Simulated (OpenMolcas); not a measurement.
An OpenMolcas run meant for Er4+ (ANO-R3, X2C; inactive shells 1s 2s 2p 3s 3p 3d 4s 4p 4d 5s 5p; intended active space 10 electrons in 7 orbitals (4f)). One step of its input:

```
&RASSCF
FileOrb=start.orb
Symmetry=2
Spin=5
nActEl=10 0 0
Inactive=15 12
Ras2=0 7
CIRoot=35 35 1
SDav=35
CIMx=300
Iter=99 100
PrWF=0.3
OrbListing=Nothing
MaxOrb=0
Atom
>>> COPY $Project.JobIph JOB001
```

Lines from the output:

```
...
      Number of secondary orbitals             109
      Spin quantum number                      2.0
      State symmetry                             2
Orbital specifications:
      -----------------------

      Symmetry species                           1   2
                                                ag  au
      Frozen orbitals                            0   0
      Inactive orbitals                         15  12
      Active orbitals                            0   7
      RAS1 orbitals                              0   0
      RAS2 orbitals                              0   7
      RAS3 orbitals                              0   0
      Secondary orbitals                        47  62
      Deleted orbitals                           0   0
      Number of basis functions                 62  81
      Number of CSFs                             0
      Number of root(s) required                35
 ************ ERROR ***********
  You can't ask for more roots
  than there are configurations
 ******************************
--- Stop Module: rasscf at  /rc=_RC_INPUT_ERROR_ ---
.####################.
.# User input error #.
.####################.
```

Task: What is wrong with the input?

Result: The state symmetry names the wrong parity for these configurations.
